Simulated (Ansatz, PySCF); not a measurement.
Gas-phase reaction in SMILES: [F][Ge]([F])([Br])[Br] -> [F][Ge]([F])[Br] + Br atom (the Br-Ge bond at the site shown breaks; other sites are not compared here)
Structures are relaxed separately at B3LYP-D3(BJ)/def2-TZVP in Ansatz (an electronic-structure program). Frequencies are from Ansatz or PySCF.

Quantity: bond dissociation energy (enthalpy at 298 K, with B3LYP-D3(BJ) rigid-rotor harmonic-oscillator terms), in kcal/mol. Cores are frozen in the correlated levels unless marked. UHF or UKS for open shells. Spin-orbit coupling is left out. Frozen are the shells of the preceding noble gas and the d and f shells that filled before the atom's block. No relativistic terms. CBS(X,Y): correlation extrapolated as X^-3; Hartree-Fock from the larger set (for Q and 5 zeta extrapolated as (X+1)exp(-9√X)).

CCSD(T)/CBS(cc-pVQZ,cc-pV5Z) (Ansatz) gives 85.5 kcal/mol.

### Question
Another calculation gave 78.3 kcal/mol. Which level was it?
(A) r2SCAN0/def2-TZVPD (Ansatz)
(B) BLYP/def2-TZVPD (Ansatz)
(C) revPBE/def2-TZVPD (Ansatz)
(D) B2PLYP/def2-TZVPD (Ansatz)

### Answer
D, B2PLYP/def2-TZVPD (Ansatz). The others give 72.8 (revPBE), 80.9 (r2SCAN0), 69.9 (BLYP) kcal/mol.
